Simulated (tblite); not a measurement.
Compound: C5H3F4P.
SMILES with atom numbers: `[CH2:1]=[CH:2]/[C:3]([F:4])=[P:5]\[C:6]([F:7])=[C:8]([F:9])[F:10]` (hydrogens: H11, H12 on C1; H13 on C2)

Computed geometry: GFN2-xTB, gas phase.

(1) Give the optimised bond lengths and angles.

## Answers

(1) 
```tsv
bond	length (Å)	order
C1=C2	1.336	double
C2–C3	1.434	single
C3–F4	1.353	single
C3=P5	1.701	double
P5–C6	1.833	single
C6–F7	1.349	single
C6=C8	1.331	double
C8–F9	1.321	single
C8–F10	1.326	single
C1–H11	1.075	single
C1–H12	1.077	single
C2–H13	1.079	single
```

Orders are formal, as drawn. A selection of angles:
```tsv
angle	degrees
C1–C2–C3	122.9
C2–C3–F4	114.9
C2–C3–P5	132.8
F4–C3–P5	112.2
C3–P5–C6	100.5
P5–C6–F7	119.8
P5–C6–C8	121.1
F7–C6–C8	118.5
C6–C8–F9	127.2
C6–C8–F10	121.7
F9–C8–F10	111.1
```

Dihedral angles: C1–C2–C3–F4 3° (synperiplanar); C2–C3–P5–C6 6° (synperiplanar); C3–P5–C6–F7 48° (synclinal); P5–C6–C8–F9 -174° (antiperiplanar). The mirror-image conformer, all signs reversed, is as good.

The C–C distances run from 1.331 Å (C6=C8, drawn double) to 1.434 Å (C2–C3, drawn single), a spread of 0.103 Å. The C–F distances run from 1.321 Å (C8–F9, drawn single) to 1.353 Å (C3–F4, drawn single), a spread of 0.032 Å. The 2 C–P bonds span 1.701 Å (C3=P5, drawn double) to 1.833 Å (P5–C6, drawn single), a spread of 0.132 Å. Of the pairs four or more bonds apart, F7···H13 is among the closest relative to their van der Waals radii: 2.34 Å, 87 % of the sum of Bondi's values.

Point group: C1 (no symmetry element, even within 0.4 Å). Its GFN2-xTB frequencies are all real (lowest 23 cm⁻¹). The numbers are those of one conformer.
